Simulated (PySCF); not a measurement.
# Gas-phase XPS of `CCC(F)=[Se]`, computed

Species: C3H5FSe.
Cartesian coordinates in Å at the PBE0-D3(BJ)/def2-SVP level; atoms count from 1:
```xyz
10
C3H5FSe angstrom
C     -1.1429    0.4019    0.0050
C      0.0102   -0.5780    0.0338
C      1.3800    0.0033   -0.0352
F      2.2898   -0.9571    0.0529
Se     1.8633    1.6782   -0.2180
H     -1.1405    0.9894   -0.9242
H     -2.0994   -0.1358    0.0756
H     -1.0795    1.1125    0.8416
H     -0.0544   -1.3009   -0.8018
H     -0.0118   -1.2080    0.9426
```

Computed, not measured: delta-SCF UKS SCAN, pcX-2 on the ionised atom, pcseg-1 elsewhere, spin-free X2C (PySCF 2.14.0). Binding energies are ΔSCF values: E(core-ionised, relaxed orbitals) − E(ground state) at a fixed geometry, referred to the vacuum level.

Problem. List the computed XPS lines with their assignment.

Solution. 
```csv
atom(s),environment,level,binding energy (eV),above the level's lowest (eV),count
C1,methyl carbon,C 1s,291.10,0.00,1
C2,chain CH2 carbon,C 1s,291.66,+0.56,1
F4,fluorine bonded to C,F 1s,693.40,0.00,1
```

The listed C 1s values span 0.56 eV, from C1 (bonded to C and 3 H) to C2 (bonded to 2 C and 2 H).

Problem. Which photon energy gives electrons from F 1s of F4 a kinetic energy of 200 eV, and what is their de Broglie wavelength?

Solution. hν = 693.40 + 200 = 893.40 eV, recoil neglected; λ = 12.264 Å/√(E/eV) = 0.87 Å.

The list is incomplete; no value stands for C 1s of C3 (hole states with ⟨S²⟩ of 1 or more are left out). No level of selenium is listed. Geometry: PBE0-D3(BJ)/def2-SVP, one conformer, isolated molecule.
